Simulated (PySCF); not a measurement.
## Working out the excitation energy of Br²⁺

Br²⁺ [Ar] 3d10 4s2 4p3 (4S) → Br²⁺ [Ar] 3d10 4s2 4p2 5s1 (4P). Calculation: PySCF 2.14, in aug-cc-pVDZ-PP with ECP10MDF (5s4p3d, 32 functions); scalar relativity through the core potential. Frozen: 3s2 3p6 3d10. Energies in hartree (1 hartree = 27.21139 eV):

```
             part  Br²⁺ (lower)  Br²⁺ (upper)
              UHF   -414.339013   -413.666799
MP2 opposite-spin     -0.043094     -0.044690
    MP2 same-spin     -0.015246     -0.013948
```

Problem. What does Hartree-Fock give?

Solution. (-413.666799) − (-414.339013) = 0.672214 hartree = 18.292 eV.

Problem. What do MP2 and SCS-MP2 (6/5 opposite-spin, 1/3 same-spin) give?

Solution. The opposite-spin parts differ by -0.043 eV and the same-spin parts by 0.035 eV. MP2: 18.292 + (-0.043) + (0.035) = 18.284 eV. SCS-MP2: 18.292 + 1.2 × (-0.043) + (0.035)/3 = 18.252 eV.

A double-zeta basis recovers only part of the correlation energy.
